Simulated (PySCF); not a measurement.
# Computed structure and properties of [Tl(SH)2]+

System: [Tl(SH)2]+ (singlet); start: template (C2). Method: PySCF 2.14.0, RKS PBE0, Tl def2-SVP with ECP60, S def2-SVP, H def2-SVP; non-relativistic Hamiltonian with scalar-relativistic core potentials where named; density fitting; no spin-orbit coupling.

Input of the relaxation:

```python
mol = gto.M(atom='''
Tl     0.00000     0.00000    -0.24094
S      2.28050    -0.00000     0.77966
H      3.09470    -0.33650    -0.23174
S     -2.28050     0.00000     0.77966
H     -3.09470     0.33650    -0.23174''',
    basis={'Tl': 'def2-SVP', 'S': 'def2-SVP', 'H': 'def2-SVP'},
    ecp={'Tl': 'def2-SVP'},
    charge=1, spin=0)
mf = dft.RKS(mol, xc='PBE0')
mf.grids.atom_grid = (50, 194)
mf = mf.density_fit()  # fitting sets: Tl def2-universal-JKFIT, S def2-universal-JKFIT, H def2-universal-JKFIT
mf.conv_tol = 1e-08; mf.max_cycle = 55
mf.kernel(dm0)  # dm0: converged density of the start geometry
# quasi-Newton relaxation in Cartesian coordinates to a largest gradient under 0.00045 Eh/bohr, steps kept in the point group
```

Run from Python with OMP_NUM_THREADS=2; the lines above give its settings. Where DIIS fails, smearing, a level shift and second-order steps follow.
It took 24 s on 2 threads of Arm Neoverse V1, with other jobs on the host, from the converged density of the start.

Course of the relaxation:

```csv
step,energy above end (eV),largest force component within the symmetry (eV/Å)
0,0.6187,1.064
1,0.4278,0.754
2,0.2329,0.786
3,0.1473,0.502
4,0.0901,0.715
5,0.0312,0.293
6,0.0151,0.420
7,0.0065,0.056
8,0.0046,0.045
9,0.0035,0.134
10,0.0024,0.103
11,0.0005,0.047
12,0.0001,0.007
13,0.0002,0.052
14,0.0000,0.004
```

Relaxed geometry (C2):

```xyz
5

Tl    0.0000    0.0000    0.5110
S     2.3559    0.3557    0.5719
H     2.5758   -0.5678   -0.3999
S    -2.3559   -0.3557    0.5719
H    -2.5758    0.5678   -0.3999
```

```
    contact      Å
Tl1–S2 (SH)  2.383
Tl1–S4 (SH)  2.383
```

On the finer grid (75, 302):

The HOMO is -13.09 eV. The LUMO is -8.45 eV, the dipole about the centre of mass is 1.58 D and the set of Mulliken populations of Tl1 outside the core potential is s 3.49, p 6.80, d 10.09. The D3(BJ) dispersion energy (not in the energies) is -0.110 eV.

```tsv
atom	Mulliken (e)	Löwdin (e)	spin (e)
Tl1	0.62	0.36	0.00
S2	0.02	0.27	0.00
H3	0.17	0.05	0.00
S4	0.02	0.27	0.00
H5	0.17	0.05	0.00
```

On the grid (50, 194), as all that follows. Harmonic modes: a minimum; lowest 81 cm⁻¹ (negative: unstable), highest 2675 cm⁻¹, zero-point energy 0.488 eV.

Taking off one SH (charge -1, singlet; the rest: singlet) in vacuum, both parts rigid, costs 17.17 eV; the small basis without counterpoise inflates it. Most of it is the attraction of opposite charges; other ways to part are cheaper, and one spin state was tried for the rest.

Rigid scan of SH along the line from its metal:

(distance to S2 (Å), energy (eV)): (2.08, 0.893), (2.18, 0.341), (2.28, 0.074), (2.38, 0.000), (2.48, 0.056), (2.58, 0.196), (2.78, 0.609), (3.08, 1.306), (3.48, 2.093), (3.98, 2.754)

One start shape was tried, so this needn't be the lowest isomer.
